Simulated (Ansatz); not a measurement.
System: sum formula Si₂N₃H₉, net charge 0, singlet state. SMILES: N[SiH2][SiH](N)N
Geometry from a B3LYP-D3(BJ)/def2-TZVP (Ansatz, a first-principles code) optimisation:
```xyz
14

N      1.4188    -1.7102     0.0642
Si     1.5191     0.0216     0.0353
Si    -0.7083     0.7627    -0.0630
N     -1.4295     0.0813     1.3525
N     -1.6184     0.1870    -1.4099
H      0.7130    -2.1353     0.6464
H      2.2497    -2.2810     0.0324
H      2.2477     0.6216     1.1977
H      2.2965     0.4166    -1.1682
H     -0.7853     2.2462    -0.1983
H     -0.9419     0.1060     2.2349
H     -2.4282     0.1506     1.4854
H     -1.7241     0.7754    -2.2212
H     -1.5744    -0.7870    -1.6687
```

Quantity: atomisation energy (electronic, to ground-state atoms), in eV. Cores are frozen in the correlated levels unless marked. UHF or UKS for open shells. Spin-orbit coupling is left out. No relativistic terms. The coupled-cluster limit lacks core correlation, which all-electron functionals hold. Basis-set limits of correlation are two-point, X^-3; Hartree-Fock from the larger set.

| level | program | atomisation energy (eV) |
|---|---|---|
| revPBE/def2-TZVPD | Ansatz | … |
| r2SCANh/def2-TZVPD | Ansatz | 47.68 |
| r2SCAN0/def2-TZVPD | Ansatz | 47.27 |
| LC-wPBE-D3(BJ)/def2-TZVPD | Ansatz + dftd3 | 48.33 |
| wB97X/def2-TZVPD | Ansatz | 48.41 |
| B2PLYP-D4/def2-TZVPD | Ansatz + dftd4 | … |
| SCS-MP2/STO-3G | Ansatz | 44.08 |
| CCSD(T)/CBS(cc-pV(T+d)Z,cc-pV(Q+d)Z) | Ansatz | … |

### Question
Complete the blanks.

### Answer

- revPBE/def2-TZVPD, atomisation energy (eV): 46.90
- B2PLYP-D4/def2-TZVPD, atomisation energy (eV): 47.90
- CCSD(T)/CBS(cc-pV(T+d)Z,cc-pV(Q+d)Z), atomisation energy (eV): 48.54
